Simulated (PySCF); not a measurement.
# Co²⁺: ionisation energy

Co²⁺ [Ar] 3d7 (4F) → Co³⁺ [Ar] 3d6 (5D), as a difference of total energies. All numbers are calculated (PySCF 2.14, scalar relativity by spin-free X2C-1e, in jorge-DZP-DKH). Correlated levels: valence: [Ar] frozen. The calculations carry no spin-orbit coupling.

| method | ionisation energy (eV) | difference from reference (eV) |
| --- | --- | --- |
| UHF | 31.461 | -2.039 |
| r2SCAN | 34.048 | +0.548 |
| LDA | 34.675 | +1.175 |
| MP2 (valence) | 32.782 | -0.718 |
| SCS-MP2 (valence) | 32.771 | -0.729 |

Reference: 33.5 ± 0.06 eV (semi-empirical (NIST evaluation); NIST Atomic Spectra Database, ionization energies).

The reference lies between the lowest fine-structure levels, while these numbers refer to the centres of the terms.

Errors of the correlated levels include the incompleteness of this basis and the frozen core.
